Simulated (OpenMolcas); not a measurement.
Tc4+ (d3) among equal point charges was computed by CASSCF with the d shell active (OpenMolcas, ANO-RCC-VDZP on the metal). Its lowest spin-free states, and all those of the highest spin:

```tsv
2S+1	Degeneracy	E (cm-1)
4	1	0.0
4	2	1088
4	1	2714
4	1	4727
4	2	5883
2	2	14938
2	1	15142
4	1	15798
2	1	16036
2	1	16064
2	2	16512
2	1	16863
4	2	21443
```

Is the site octahedral, tetrahedral or cube-like, axial, or of lower symmetry?

The states with 2S+1 = 4 have orbital degeneracies 1, 2, 1, 1, 2, 1, 2. There are pairs but no triples, so the site is axial: not cubic, but with a proper or improper axis of order three or more. The run had Tc4+ among 5 point charges of -2 e arranged as a square pyramid (C4v), 2.28 Å from the ion, with the axial distance 2.303 Å.

Spin-orbit coupling mixes the spin-free states strongly: the lowest level takes only 50 % from its leading state, an unlabelled state of the same spin as most of the rest. Without dynamic correlation the repulsion within the d shell is too large (B by tens of per cent), so at a given field states of lower spin stand too high. Point charges carry no covalency, so the field is a model and not that of real ligands. An unlabelled pair can be two single states that coincide in this model. No measured value stands beside these numbers.
